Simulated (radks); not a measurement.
Values are calculated unless marked as measured or tabulated.
Spherical quantum dot in the effective-mass picture: electrons in a hard-walled sphere of radius 1.57, with a point charge +2 (a donor) at the centre, all in effective atomic units (hartree* = m*/eps^2 hartree, bohr* = eps/m* bohr), one dielectric constant everywhere. Level of theory: non-relativistic Kohn-Sham, PBE, spin-polarised, spherical densities (a radial shooting solver with Libxc functionals). Levels are named by radial order and angular momentum (1s, 1p, 1d, 2s, ...), and open shells are averaged over m.

N = 11, configuration 1s2 1p6 1d(up 3, down 0). This is the lowest configuration that the search found. Occupied and some empty levels:

level,occupation,eigenvalue (hartree*),<r> (bohr*)
1s up,1,8.8130,0.7402
1s down,1,8.9078,0.7278
1p up,3,11.094,0.9566
1p down,3,11.258,0.9525
1d up,3,13.579,1.041
2s up,0,13.673,0.7577
2s down,0,13.766,0.7660
1d down,0,13.766,1.039
1f up,0,16.596,1.095
1f down,0,16.793,1.095
2p up,0,18.860,0.8198
2p down,0,18.953,0.8209

Energy (hartree*): total 70.6367, kinetic 49.528, external -27.161, Hartree 57.770, exchange-correlation -9.5006.
